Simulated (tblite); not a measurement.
C₆H₉OS (doublet state).
Numbering: `[O:1]=[S@@:2]1[CH2:3][CH:4][C@H:5]2[CH2:6][C@@H:7]1[CH2:8]2` (hydrogens: H9, H10 on C3; H11 on C4; H12 on C5; H13, H14 on C6; H15 on C7; H16, H17 on C8)
Bond orders are those of one Lewis drawing.

Computed with GFN2-xTB (tblite), gas phase: L-BFGS steps from a force-field or distance-geometry start until the largest atomic force falls under 0.01 eV/Å.

The end geometry, which sets the zero of energy:
```
atom  x, y, z in Å
O1      1.8938    1.6652   -1.4151
S2      1.1083    1.5090   -0.1910
C3      1.6574   -0.2473    0.5406
C4      0.5401   -0.9092    1.1281
C5     -0.7397   -0.9001    0.3853
C6     -1.3495    0.5328    0.5426
C7     -0.5671    0.9035   -0.7107
C8     -0.5515   -0.5722   -1.1056
H9      2.0341   -0.6670   -0.3902
H10     2.4798   -0.0489    1.2216
H11     0.4753   -0.9959    2.2021
H12    -1.3943   -1.7309    0.6479
H13    -1.0996    1.0709    1.4558
H14    -2.4270    0.5485    0.3895
H15    -0.9710    1.6363   -1.4067
H16    -1.4305   -0.8339   -1.6935
H17     0.3343   -0.9490   -1.6106
```

Task: These geometries come from the run, each turned onto the end geometry. Order them by energy, lowest first.
A.
```
atom  x, y, z in Å
O1      1.9667    1.6373   -1.4531
S2      1.1587    1.5022   -0.2393
C3      1.6924   -0.1392    0.5725
C4      0.5492   -0.8613    1.1151
C5     -0.7580   -0.8386    0.4380
C6     -1.3979    0.5903    0.5099
C7     -0.5673    0.9136   -0.7212
C8     -0.6184   -0.5671   -1.0750
H9      2.2126   -0.6831   -0.2281
H10     2.4445    0.1219    1.3287
H11     0.7211   -1.5152    1.9464
H12    -1.3899   -1.6686    0.7518
H13    -1.2763    1.1609    1.4227
H14    -2.4654    0.5556    0.2673
H15    -0.9434    1.6380   -1.4312
H16    -1.5415   -0.8078   -1.6043
H17     0.2058   -1.0270   -1.6101
```
B.
```
atom  x, y, z in Å
O1      1.9853    1.6512   -1.4831
S2      1.2231    1.5098   -0.1994
C3      1.7211   -0.1005    0.5540
C4      0.5631   -0.8465    1.1274
C5     -0.7537   -0.8274    0.4542
C6     -1.4369    0.5718    0.5010
C7     -0.5232    0.9248   -0.7162
C8     -0.6435   -0.5769   -1.0838
H9      2.2109   -0.7019   -0.2171
H10     2.4435    0.1259    1.3331
H11     0.7264   -1.5424    1.9565
H12    -1.3944   -1.6674    0.7421
H13    -1.2891    1.1617    1.4244
H14    -2.5003    0.5593    0.2705
H15    -0.9656    1.6272   -1.4304
H16    -1.5682   -0.8264   -1.6286
H17     0.1945   -1.0308   -1.6144
```
C.
```
atom  x, y, z in Å
O1      1.9039    1.6548   -1.4131
S2      1.0862    1.5102   -0.2097
C3      1.6393   -0.2157    0.5523
C4      0.5316   -0.9316    1.1086
C5     -0.7531   -0.8944    0.3810
C6     -1.3314    0.5526    0.5440
C7     -0.5860    0.9002   -0.7388
C8     -0.5587   -0.5803   -1.1113
H9      2.0688   -0.6301   -0.3584
H10     2.4273    0.0050    1.2680
H11     0.4922   -1.1232    2.1663
H12    -1.4207   -1.7123    0.6475
H13    -1.0033    1.0808    1.4387
H14    -2.4150    0.6018    0.4546
H15    -1.0128    1.6179   -1.4393
H16    -1.4185   -0.8634   -1.7155
H17     0.3431   -0.9605   -1.5849
```
D.
```
atom  x, y, z in Å
O1      1.9030    1.6678   -1.4138
S2      1.0976    1.5091   -0.2035
C3      1.6437   -0.2231    0.5454
C4      0.5336   -0.9271    1.1169
C5     -0.7486   -0.9057    0.3794
C6     -1.3320    0.5404    0.5433
C7     -0.5745    0.8964   -0.7270
C8     -0.5588   -0.5807   -1.1133
H9      2.0614   -0.6634   -0.3610
H10     2.4430    0.0092    1.2459
H11     0.4790   -1.0729    2.1874
H12    -1.4132   -1.7282    0.6485
H13    -1.0366    1.0753    1.4450
H14    -2.4122    0.5895    0.4273
H15    -0.9941    1.6227   -1.4197
H16    -1.4355   -0.8463   -1.7037
H17     0.3372   -0.9512   -1.6069
```
E.
```
atom  x, y, z in Å
O1      1.8972    1.6697   -1.4151
S2      1.0998    1.5061   -0.1995
C3      1.6467   -0.2385    0.5461
C4      0.5356   -0.9213    1.1248
C5     -0.7423   -0.9055    0.3805
C6     -1.3360    0.5333    0.5468
C7     -0.5675    0.8968   -0.7182
C8     -0.5555   -0.5780   -1.1110
H9      2.0498   -0.6613   -0.3701
H10     2.4548   -0.0138    1.2334
H11     0.4680   -1.0202    2.1964
H12    -1.4056   -1.7296    0.6390
H13    -1.0550    1.0709    1.4522
H14    -2.4160    0.5686    0.4191
H15    -0.9774    1.6278   -1.4116
H16    -1.4317   -0.8419   -1.7013
H17     0.3281   -0.9514   -1.6214
```

Result: E (0.004 eV), D (0.009 eV), C (0.017 eV), A (0.213 eV), B (0.453 eV).

In the order of the answer:

```
step  E above end (eV)  largest force (eV/Å)  rms force component (eV/Å)  rms distance from end (Å)  rms bond change (Å)  bond most changed (Å)
  33             0.004                  0.09                       0.030                      0.022                0.002           S2–C7 -0.006
  29             0.009                  0.10                       0.033                      0.038                0.004           S2–C3 -0.016
  25             0.017                  0.13                       0.034                      0.059                0.004           S2–C3 -0.014
   3             0.213                  0.37                       0.139                      0.197                0.021           S2–C3 -0.073
   0             0.453                  1.99                       0.561                      0.209                0.041           S2–C3 -0.134
```

What follows is the cost of the whole relaxation. On one thread, Arm Neoverse N1 (aarch64), on a shared host, this took 0.53 s of wall time.
